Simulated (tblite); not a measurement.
Compound: C₆H₇O₂P₃.
Bonds: C1–O2, O2–C3, C3–P4 (aromatic), P4–C5 (aromatic), C5–P6 (aromatic), P6–C7 (aromatic), C7–C8, C8–C9, C8–O10 (double), C7–P11 (aromatic), C3–P11 (aromatic). Hydrogens: H12, H13, H14 on C1; H15 on C5; H16, H17, H18 on C9.

Computed with GFN2-xTB (tblite), gas phase: L-BFGS steps from a force-field or distance-geometry start until the largest atomic force falls under 0.01 eV/Å.

Step 30: E = -871.4181 eV
```
atom  x, y, z in Å  |  force x, y, z in eV/Å
C1     -3.9368    0.3752   -0.5145   -0.018  -0.018  -0.011
O2     -2.6818    0.9532   -0.2814   -0.005   0.008  -0.011
C3     -1.5751    0.1740   -0.4189    0.011   0.022   0.005
P4     -1.7650   -1.5031   -0.8760   -0.003   0.021  -0.006
C5     -0.1411   -2.0857   -0.9945    0.007   0.000  -0.010
P6      1.4384   -1.4488   -0.7407    0.022   0.027   0.019
C7      1.2011    0.2082   -0.2335    0.015   0.000  -0.001
C8      2.3742    1.0332    0.1127    0.010  -0.035   0.003
C9      3.7502    0.4325    0.0273   -0.037   0.000   0.013
O10     2.1871    2.1862    0.4544    0.000  -0.023  -0.004
P11    -0.2120    1.2193   -0.0286    0.021  -0.003  -0.003
H12    -4.1380   -0.4299    0.2016   -0.017   0.018   0.044
H13    -3.9989   -0.0465   -1.5249    0.014   0.042  -0.036
H14    -4.6664    1.1755   -0.4000   -0.012  -0.038   0.017
H15    -0.1155   -3.1285   -1.3026   -0.002  -0.038  -0.006
H16     4.3977    0.8910    0.7742   -0.039  -0.004  -0.084
H17     4.1583    0.6466   -0.9622   -0.025  -0.014   0.065
H18     3.7148   -0.6462    0.1663    0.059   0.037   0.008
```

Step 31: E = -871.4190 eV
```
atom  x, y, z in Å  |  force x, y, z in eV/Å
C1     -3.9380    0.3763   -0.5144   -0.001  -0.016  -0.002
O2     -2.6806    0.9517   -0.2817   -0.027   0.025  -0.009
C3     -1.5731    0.1735   -0.4200   -0.019   0.022  -0.002
P4     -1.7638   -1.5015   -0.8799   -0.019  -0.016  -0.012
C5     -0.1415   -2.0885   -0.9953    0.013  -0.005  -0.013
P6      1.4387   -1.4532   -0.7411    0.028   0.036   0.024
C7      1.2018    0.2047   -0.2359    0.036   0.015   0.007
C8      2.3738    1.0314    0.1128    0.010  -0.039   0.008
C9      3.7516    0.4339    0.0279   -0.045   0.006   0.006
O10     2.1851    2.1834    0.4584   -0.001  -0.059  -0.020
P11    -0.2098    1.2171   -0.0298    0.017   0.016   0.003
H12    -4.1409   -0.4289    0.2012   -0.006   0.011   0.034
H13    -4.0039   -0.0414   -1.5261    0.022   0.034  -0.031
H14    -4.6665    1.1769   -0.3959   -0.004  -0.025   0.015
H15    -0.1187   -3.1324   -1.3018    0.002  -0.024  -0.004
H16     4.3968    0.9017    0.7704   -0.027  -0.015  -0.068
H17     4.1583    0.6463   -0.9626   -0.032  -0.024   0.060
H18     3.7221   -0.6447    0.1725    0.053   0.061   0.004
```

Step 32: E = -871.4199 eV
```
atom  x, y, z in Å  |  force x, y, z in eV/Å
C1     -3.9392    0.3772   -0.5143    0.014  -0.009   0.007
O2     -2.6797    0.9504   -0.2822   -0.038   0.034  -0.006
C3     -1.5715    0.1732   -0.4213   -0.042   0.017  -0.009
P4     -1.7628   -1.5004   -0.8841   -0.020  -0.041  -0.014
C5     -0.1415   -2.0916   -0.9965    0.016  -0.008  -0.013
P6      1.4395   -1.4572   -0.7411    0.022   0.026   0.022
C7      1.2029    0.2013   -0.2383    0.034   0.019   0.012
C8      2.3734    1.0287    0.1132    0.001  -0.032   0.013
C9      3.7521    0.4356    0.0286   -0.035   0.006  -0.002
O10     2.1827    2.1795    0.4623   -0.003  -0.069  -0.027
P11    -0.2074    1.2149   -0.0311    0.003   0.029   0.006
H12    -4.1440   -0.4275    0.2014    0.008   0.002   0.016
H13    -4.0089   -0.0353   -1.5279    0.027   0.022  -0.017
H14    -4.6665    1.1781   -0.3912    0.001  -0.010   0.011
H15    -0.1217   -3.1367   -1.3010    0.010  -0.001  -0.001
H16     4.3956    0.9126    0.7653   -0.004  -0.012  -0.031
H17     4.1576    0.6457   -0.9621   -0.032  -0.027   0.027
H18     3.7305   -0.6422    0.1791    0.040   0.055   0.005
```

Step 33: E = -871.4206 eV
```
atom  x, y, z in Å  |  force x, y, z in eV/Å
C1     -3.9400    0.3780   -0.5141    0.016   0.000   0.011
O2     -2.6795    0.9500   -0.2827   -0.031   0.029  -0.003
C3     -1.5710    0.1729   -0.4226   -0.043   0.010  -0.014
P4     -1.7624   -1.5006   -0.8875   -0.008  -0.035  -0.010
C5     -0.1413   -2.0941   -0.9975    0.013  -0.003  -0.010
P6      1.4404   -1.4598   -0.7408    0.008   0.006   0.016
C7      1.2043    0.1989   -0.2399    0.007   0.010   0.012
C8      2.3732    1.0259    0.1136   -0.010  -0.019   0.013
C9      3.7521    0.4372    0.0292   -0.012   0.002  -0.005
O10     2.1805    2.1758    0.4649   -0.006  -0.047  -0.021
P11    -0.2057    1.2134   -0.0321   -0.014   0.024   0.004
H12    -4.1460   -0.4265    0.2017    0.019  -0.005   0.000
H13    -4.0122   -0.0302   -1.5294    0.029   0.012  -0.002
H14    -4.6660    1.1794   -0.3873   -0.001  -0.002   0.008
H15    -0.1235   -3.1401   -1.3005    0.017   0.016   0.002
H16     4.3946    0.9205    0.7610    0.016   0.000   0.003
H17     4.1565    0.6446   -0.9614   -0.028  -0.023  -0.012
H18     3.7372   -0.6390    0.1842    0.028   0.024   0.009
```

**Question.** Estimate the geometry and energy of step 34. (The exact step hangs on the optimiser's Hessian estimate; all steps are aligned on step 33, rigid shifts and turns removed.)

**Answer.** E = -871.4209 eV, largest force 0.044 eV/Å
```
atom  x, y, z in Å  |  force x, y, z in eV/Å
C1     -3.9403    0.3787   -0.5138    0.008   0.007   0.008
O2     -2.6796    0.9501   -0.2831   -0.015   0.018  -0.002
C3     -1.5716    0.1724   -0.4237   -0.028   0.004  -0.014
P4     -1.7625   -1.5018   -0.8895    0.003  -0.014  -0.003
C5     -0.1409   -2.0955   -0.9982    0.007   0.005  -0.006
P6      1.4411   -1.4611   -0.7404   -0.003  -0.006   0.011
C7      1.2051    0.1977   -0.2407   -0.020  -0.002   0.009
C8      2.3729    1.0239    0.1140   -0.014  -0.010   0.011
C9      3.7520    0.4385    0.0295    0.008  -0.002  -0.003
O10     2.1789    2.1731    0.4661   -0.008  -0.015  -0.010
P11    -0.2052    1.2126   -0.0327   -0.025   0.010  -0.002
H12    -4.1467   -0.4260    0.2017    0.023  -0.007  -0.008
H13    -4.0137   -0.0269   -1.5302    0.027   0.008   0.006
H14    -4.6653    1.1806   -0.3847   -0.005  -0.001   0.005
H15    -0.1239   -3.1419   -1.3001    0.021   0.019   0.001
H16     4.3945    0.9249    0.7587    0.023   0.009   0.015
H17     4.1553    0.6436   -0.9613   -0.024  -0.017  -0.033
H18     3.7411   -0.6366    0.1873    0.021  -0.006   0.013
```

The energy changes by -0.0003 eV. The first-order estimate −F·Δx gives -0.0004 eV and the mean of the old and new forces, exact on a quadratic surface, -0.0003 eV. The step makes an angle of 71° with the force vector and moves no atom by more than 0.006 Å.

What follows is the cost of the whole relaxation. Hardware: one thread of an Arm Neoverse V2 (shared host). Cost: 0.94 s wall.
